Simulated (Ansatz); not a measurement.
Cost and result up the ladder for Si(OMe)2Cl2 (C2H6Cl2O2Si) (13 atoms). The state is a singlet with charge 0. Geometry: r2SCAN-D4/def2-SVP.

```xyz
13

Si    0.0575   -0.1190   -0.2086
O    -1.2983    0.7350    0.0780
C    -2.3690    0.9228   -0.8301
H    -2.0273    1.4272   -1.7505
H    -3.1224    1.5543   -0.3388
H    -2.8343   -0.0406   -1.1017
O     0.9673   -0.0285    1.1381
C     2.2326   -0.6362    1.3280
H     2.1640   -1.7344    1.2410
H     2.5819   -0.3818    2.3385
H     2.9676   -0.2643    0.5932
Cl    1.0742    0.6467   -1.8316
Cl   -0.3940   -2.0813   -0.6555
```

Ansatz on 4 threads of Intel Xeon on a shared host. Times are rough, and most runs start from the orbitals of an earlier one. ωB97M-V/def2-TZVP serves as the yardstick here, not as an exact answer. Differences are given only for rows in sets of like size (and for xTB, whose basis is part of the method), since another set adds its own error. Binding counts from free atoms at the same level (Si triplet, O triplet, C triplet, H doublet, Cl doublet; other spins of the atoms weren't run), without zero-point energy or a counterpoise term.

B3LYP takes the VWN-RPA correlation. Correlated methods freeze 19 core orbitals. The rows differ in basis, and correlated rows in double-zeta sets carry the largest basis error.

Correlated methods converge slowly with the basis, most of all in double-zeta sets.

| level | functions | wall time |
| --- | --- | --- |
| HF/STO-3G | 53 | 0.56 s |
| PBE-D4/def2-SVP | 140 | 2.7 s |
| B3LYP-D4/6-31G | 87 | 3 s |
| PBE0-D4/def2-SVP | 140 | 4.3 s |
| PBE-D4/def2-TZVP | 271 | 5.5 s |
| PBE0-D4/def2-TZVP | 271 | 9.6 s |
| PBE-D4/def2-TZVPD | 343 | 12 s |
| MP2/def2-TZVP | 271 | 12 s |
| r2SCAN-D4/def2-TZVP (with forces) | 271 | 12 s |
| r2SCAN0-D4/def2-TZVP | 271 | 14 s |
| B97M-V/def2-TZVP | 271 | 21 s |
| ωB97M-V/def2-TZVP | 271 | 23 s |
| r2SCAN0-D4/def2-TZVPD | 343 | 26 s |
| CCSD(T)/def2-SVP | 140 | 33 s |

**Question.** Estimate what each level gives for the binding energy per atom (eV).

**Answer.** 
| level | binding energy per atom (eV) | difference from ωB97M-V/def2-TZVP (eV) |
| --- | --- | --- |
| HF/STO-3G | 3.28 | – |
| PBE-D4/def2-SVP | 4.10 | – |
| B3LYP-D4/6-31G | 3.60 | – |
| PBE0-D4/def2-SVP | 4.01 | – |
| PBE-D4/def2-TZVP | 4.09 | 0.05 |
| PBE0-D4/def2-TZVP | 4.02 | -0.02 |
| PBE-D4/def2-TZVPD | 4.09 | 0.05 |
| MP2/def2-TZVP | 3.98 | -0.06 |
| r2SCAN-D4/def2-TZVP (with forces) | 4.04 | 0.00 |
| r2SCAN0-D4/def2-TZVP | 3.97 | -0.07 |
| B97M-V/def2-TZVP | 4.03 | -0.01 |
| ωB97M-V/def2-TZVP | 4.04 | 0.00 |
| r2SCAN0-D4/def2-TZVPD | 3.97 | -0.07 |
| CCSD(T)/def2-SVP | 3.76 | – |
